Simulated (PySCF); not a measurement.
Be(Cl)(OH) (BeClHO), SMILES [Cl][Be][OH].

Coordinates come from a PBE0-D3(BJ)/def2-TZVP optimisation. The values are those of a single conformer.

Calculation: IEF-PCM-B3LYP/def2-SVP run with PySCF.

The values are the electrostatic part of the solvation free energy, E(continuum) − E(gas) at the gas-phase geometry, in a cavity of scaled van der Waals radii (PySCF's table); cavitation and dispersion terms are not included. A continuum can't describe solvent molecules that bind to the metal. In vacuum the orbital gap is 8.18 eV. The dipole moment in vacuum is 2.12 D.

Estimate the values in water (ε = 78.36), toluene (ε = 2.37), chloroform (ε = 4.71). (An estimate is asked for; the answer gives what the named calculation found.)


```json
[
 {"solvent": "water", "ε": "78.36", "ΔG(elec) (kcal/mol)": "-6.7", "dipole (D)": "2.56", "gap (eV)": "8.47"},
 {"solvent": "toluene", "ε": "2.37", "ΔG(elec) (kcal/mol)": "-3.1", "dipole (D)": "2.33", "gap (eV)": "8.32"},
 {"solvent": "chloroform", "ε": "4.71", "ΔG(elec) (kcal/mol)": "-4.7", "dipole (D)": "2.43", "gap (eV)": "8.39"}
]
```
